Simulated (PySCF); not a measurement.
**Deuteron quadrupole couplings in `CC(=O)[N]([SiH3])[GeH3]`**

Species: C₂H₉GeNOSi.
Structure used (PBE0-D3(BJ)/def2-SVP), in Å, numbered top down from 1:
```xyz
15
C2H9GeNOSi angstrom
C      1.979   -0.547   -0.171
C      1.000    0.597   -0.089
O      1.345    1.757   -0.225
N     -0.325    0.297    0.150
Si    -0.981   -1.326    0.369
Ge    -1.330    1.901    0.198
H      1.703   -1.241   -0.981
H      2.980   -0.146   -0.363
H      1.991   -1.121    0.769
H     -2.443   -1.178    0.600
H     -0.352   -2.009    1.540
H     -0.746   -2.172   -0.840
H     -1.259    2.598   -1.164
H     -2.765    1.406    0.470
H     -0.847    2.783    1.353
```

Level: PBE0/pcSseg-1 (PySCF, non-relativistic); Q(2H) = 0.00286 b; rigid geometry, the same for H and D, with no vibrational averaging.

**Question.** Rank these positions by the coupling χzz of a deuteron there, largest first.
A. H14 (Ge–H hydrogen)
B. H8 (methyl hydrogen)
C. H12 (Si–H hydrogen)
D. H7 (methyl hydrogen)

**Answer.** B (199 kHz), D (193 kHz), C (93 kHz), A (88 kHz).

**Question.** Give the electric field gradient Vzz (the principal value of largest size), its asymmetry and the 2H coupling at each hydrogen.

**Answer.** 
| atom | bonded to | bond length (Å) | Vzz (au) | η | χzz (kHz) |
| --- | --- | --- | --- | --- | --- |
| H7 | C1 | 1.101 | 0.2877 | 0.03 | 193 |
| H8 | C1 | 1.096 | 0.2962 | 0.02 | 199 |
| H9 | C1 | 1.101 | 0.2878 | 0.03 | 193 |
| H10 | Si5 | 1.488 | 0.1412 | 0.05 | 95 |
| H11 | Si5 | 1.495 | 0.1379 | 0.04 | 93 |
| H12 | Si5 | 1.495 | 0.1378 | 0.04 | 93 |
| H13 | Ge6 | 1.532 | 0.1367 | 0.05 | 92 |
| H14 | Ge6 | 1.542 | 0.1311 | 0.05 | 88 |
| H15 | Ge6 | 1.532 | 0.1368 | 0.05 | 92 |

**Question.** Average by the element that carries the hydrogen.

**Answer.** on C: 195 kHz over 3 positions, mean bond length 1.099 Å; on Si: 93 kHz over 3 positions, mean bond length 1.492 Å; on Ge: 91 kHz over 3 positions, mean bond length 1.535 Å.

**Question.** A static deuteron (I = 1) shows a doublet split by (3/2)χ, (3/4)χ(1 + η) and (3/4)χ(1 − η) with the field along z, y and x of the gradient. What are these for H10?

**Answer.** With |χ| = 94.9 kHz and η = 0.047: 142, 75 and 68 kHz, to first order and without motion.

Geometry: PBE0-D3(BJ)/def2-SVP, one conformer, isolated molecule. The calculation is non-relativistic, for germanium too. The basis is small and wasn't made for field gradients, so the couplings can be 20 % off.

The run behind these numbers computed NMR shieldings as well. The run took 34 s on Arm Neoverse V1, one thread, on a shared host.
